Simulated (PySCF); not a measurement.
## Electron correlation in K²⁺ (potassium, charge +2)

[Ne] 3s2 3p5, 2P determinant. Calculation: PySCF 2.14, in def2-TZVP (6s4p3d, 33 functions); no relativity, point nucleus. Frozen: [Ne] 3s2; 5 electrons correlated.

Total MP2 correlation energy: -83.29 mhartree.

Same-spin part -25.14 and opposite-spin part -58.15 mhartree; SCS-MP2 scales them by 1/3 and 6/5 to -78.16 mhartree.

| level | correlation energy (mhartree) |
| --- | --- |
| CCSD | -94.65 |
| (T) | -0.28 |
| CCSD(T) | -94.93 |

Diagnostics: T1 = 0.0011, D1 = 0.0019, largest double amplitude 0.018.

Cost of the coupled-cluster step: 0.33 s of wall time on 1 thread of Neoverse-N1 (shared host), for 5 correlated electrons.
